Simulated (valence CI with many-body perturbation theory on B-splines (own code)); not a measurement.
## Level structure of Hg65+

Method: configuration interaction combined with many-body perturbation theory (CI+MBPT): five valence electrons over a frozen Dirac-Fock core [Ne], a basis of 9 s, 9 p, 8 d, 6 f, 3 g, 1 h functions for each j, with the one-electron correlation potential Σ1, the two-electron term Σ2, the three-electron term Σ3, Breit, model QED; selected CI, second order for the rest (own B-spline code, finite nucleus).

The last digits are not significant, and no measured levels were compared; by estimate large intervals hold to a few tenths of a per cent, small ones and those within an open d or f shell to about a per cent. Among the levels kept, up to 630 cm⁻¹ of a level comes from second order outside the variational space, and about a tenth of that is noise between levels of different J, which matters for small intervals.

Levels 1 to 45 of 50, with energies above the lowest level, (3s^2 3p1/2^2 3p3/2) J=3/2. "Leading %" is the weight of the configuration and term that name the level; weights of strongly mixed levels are sums over their largest components and can fall short. In the jj column 3d3/2^4 stands for four electrons in 3d with j = 3/2. Lifetimes count E1, E2, E3, M1 and M2 decay at the calculated energies, and are blank where another channel may lead or the interval is too uncertain; long ones can be off by a factor of two.

| No. | Configuration | Term | J | E (eV) | Leading % | g | Lifetime | Leading jj |
| --- | --- | --- | --- | --- | --- | --- | --- | --- |
| 1 | 3s²3p³ | ²P° | 3/2 | 0.0 | 48 | 1.333 |  | 3s^2 3p1/2^2 3p3/2 (100 %) |
| 2 | 3s²3p²3d | ²D | 3/2 | 254.0 | 42 | 0.776 | 63.9 ps | 3s^2 3p1/2^2 3d3/2 (100 %) |
| 3 | 3s²3p²3d | ²D | 5/2 | 385.9 | 34 | 1.190 | 2.73 ps | 3s^2 3p1/2^2 3d5/2 (99 %) |
| 4 | 3s²3p³ | ⁴S° | 3/2 | 502.4 | 55 | 1.451 | 829 ps | 3s^2 3p1/2 3p3/2^2 (99 %) |
| 5 | 3s²3p³ | ²D° | 5/2 | 515.1 | 99 | 1.183 | 1.68 ns | 3s^2 3p1/2 3p3/2^2 (99 %) |
| 6 | 3s²3p³ | ²P° | 1/2 | 532.2 | 99 | 0.643 | 1.42 ns | 3s^2 3p1/2 3p3/2^2 (99 %) |
| 7 | 3s3p⁴ | ⁴P | 5/2 | 700.5 | 65 | 1.451 | 1.55 ps | 3s 3p1/2^2 3p3/2^2 (93 %) |
| 8 | 3s3p⁴ | ²P | 3/2 | 732.0 | 32 | 1.141 | 655 fs | 3s 3p1/2^2 3p3/2^2 (64 %) |
| 9 | 3s3p⁴ | ²S | 1/2 | 735.4 | 54 | 2.002 | 798 fs | 3s 3p1/2^2 3p3/2^2 (83 %) |
| 10 | 3s²3p²3d | ⁴F | 5/2 | 753.1 | 47 | 0.955 | 86.9 ps | 3s^2 3p1/2 3p3/2 3d3/2 (99 %) |
| 11 | 3s²3p²3d | ⁴D | 1/2 | 757.0 | 79 | 0.227 | 70.2 ps | 3s^2 3p1/2 3p3/2 3d3/2 (98 %) |
| 12 | 3s²3p²3d | ⁴F | 3/2 | 757.7 | 31 | 0.901 | 1.76 ps | 3s^2 3p1/2 3p3/2 3d3/2 (90 %) |
| 13 | 3s²3p²3d | ²G | 7/2 | 766.6 | 54 | 1.012 | 478 ps | 3s^2 3p1/2 3p3/2 3d3/2 (99 %) |
| 14 | 3s²3p²3d | ²D | 5/2 | 799.9 | 37 | 1.145 | 172 fs | 3s^2 3p1/2 3p3/2 3d3/2 (95 %) |
| 15 | 3s²3p²3d | ²P | 1/2 | 812.2 | 38 | 1.657 | 125 fs | 3s^2 3p1/2 3p3/2 3d3/2 (86 %) |
| 16 | 3s²3p²3d | ²D | 3/2 | 813.8 | 26 | 1.208 | 86.2 fs | 3s^2 3p1/2 3p3/2 3d3/2 (74 %) |
| 17 | 3s²3p²3d | ⁴D | 7/2 | 870.2 | 48 | 1.299 | 458 ps | 3s^2 3p1/2 3p3/2 3d5/2 (100 %) |
| 18 | 3s²3p²3d | ²G | 9/2 | 884.3 | 64 | 1.176 | 39.1 ns | 3s^2 3p1/2 3p3/2 3d5/2 (100 %) |
| 19 | 3s²3p²3d | ²P | 3/2 | 884.8 | 46 | 1.322 | 3.10 ps | 3s^2 3p1/2 3p3/2 3d5/2 (98 %) |
| 20 | 3s²3p²3d | ²F | 5/2 | 888.5 | 39 | 1.109 | 3.80 ps | 3s^2 3p1/2 3p3/2 3d5/2 (98 %) |
| 21 | 3s²3p²3d | ²D | 5/2 | 909.2 | 41 | 1.281 | 1.01 ps | 3s^2 3p1/2 3p3/2 3d5/2 (96 %) |
| 22 | 3s²3p²3d | ²F | 7/2 | 911.6 | 65 | 1.125 | 1.43 ps | 3s^2 3p1/2 3p3/2 3d5/2 (98 %) |
| 23 | 3s²3p²3d | ²D | 3/2 | 921.2 | 60 | 0.932 | 1.91 ps | 3s^2 3p1/2 3p3/2 3d5/2 (98 %) |
| 24 | 3s²3p²3d | ²P | 1/2 | 925.2 | 55 | 1.221 | 1.37 ps | 3s^2 3p1/2 3p3/2 3d5/2 (97 %) |
| 25 | 3s3p³3d | ⁴D° | 5/2 | 950.2 | 29 | 1.246 | 17.4 ps | 3s 3p1/2^2 3p3/2 3d3/2 (96 %) |
| 26 | 3s3p³3d | ⁴D° | 3/2 | 952.5 | 28 | 1.236 | 6.26 ps | 3s 3p1/2^2 3p3/2 3d3/2 (96 %) |
| 27 | 3s3p³3d | ⁴P° | 1/2 | 955.2 | 46 | 2.324 | 17.3 ps | 3s 3p1/2^2 3p3/2 3d3/2 (97 %) |
| 28 | 3s3p³3d | ²F° | 7/2 | 962.4 | 24 | 1.227 | 15.8 ps | 3s 3p1/2^2 3p3/2 3d3/2 (96 %) |
| 29 | 3s3p³3d | ²D° | 3/2 | 982.0 | 29 | 1.005 | 834 fs | 3s 3p1/2^2 3p3/2 3d3/2 (83 %) |
| 30 | 3s3p³3d | ²F° | 5/2 | 992.7 | 20 | 0.862 | 513 fs | 3s 3p1/2^2 3p3/2 3d3/2 (72 %) |
| 31 | 3s3p³3d | ⁴D° | 1/2 | 998.4 | 41 | 0.550 | 397 fs | 3s 3p1/2^2 3p3/2 3d3/2 (86 %) |
| 32 | 3s²3p3d² | ⁴G° | 5/2 | 1024.1 | 38 | 0.798 | 232 fs | 3s^2 3p1/2 3d3/2^2 (72 %) |
| 33 | 3s²3p³ | ²P° | 3/2 | 1036.9 | 50 | 1.304 | 91.0 ps | 3s^2 3p3/2^3 (98 %) |
| 34 | 3s3p³3d | ⁴F° | 9/2 | 1067.3 | 50 | 1.336 | 20.9 ps | 3s 3p1/2^2 3p3/2 3d5/2 (99 %) |
| 35 | 3s²3p3d² | ²P° | 1/2 | 1070.9 | 40 | 0.633 | 133 fs | 3s^2 3p1/2 3d3/2^2 (86 %) |
| 36 | 3s²3p3d² | ²D° | 3/2 | 1074.7 | 35 | 0.802 | 86.4 fs | 3s^2 3p1/2 3d3/2^2 (82 %) |
| 37 | 3s3p³3d | ⁴D° | 5/2 | 1086.3 | 30 | 1.365 | 1.43 ps | 3s 3p1/2^2 3p3/2 3d5/2 (97 %) |
| 38 | 3s3p³3d | ⁴D° | 7/2 | 1094.1 | 32 | 1.264 | 1.89 ps | 3s 3p1/2^2 3p3/2 3d5/2 (93 %) |
| 39 | 3s3p³3d | ²D° | 3/2 | 1098.4 | 35 | 1.109 | 867 fs | 3s 3p1/2^2 3p3/2 3d5/2 (89 %) |
| 40 | 3s3p³3d | ²F° | 7/2 | 1112.4 | 29 | 1.175 | 457 fs | 3s 3p1/2^2 3p3/2 3d5/2 (87 %) |
| 41 | 3s3p³3d | ²P° | 1/2 | 1123.2 | 47 | 0.694 | 1.89 ps | 3s 3p1/2^2 3p3/2 3d5/2 (96 %) |
| 42 | 3s3p³3d | ²F° | 5/2 | 1127.8 | 19 | 1.098 | 616 fs | 3s 3p1/2^2 3p3/2 3d5/2 (77 %) |
| 43 | 3s3p³3d | ²P° | 3/2 | 1130.3 | 19 | 1.349 | 512 fs | 3s 3p1/2^2 3p3/2 3d5/2 (83 %) |
| 44 | 3s²3p3d² | ⁴G° | 7/2 | 1142.1 | 53 | 1.013 | 1.79 ps | 3s^2 3p1/2 3d3/2 3d5/2 (96 %) |
| 45 | 3s²3p3d² | ²D° | 5/2 | 1146.7 | 24 | 1.048 | 1.32 ps | 3s^2 3p1/2 3d3/2 3d5/2 (94 %) |

The ionisation energy to 3s²3p² ³P0 of the next ion comes out as 7348.5 eV (NIST: 7350 ± 30 eV (theoretical)). All 50 levels together are meant to be complete up to 1199.7 eV.
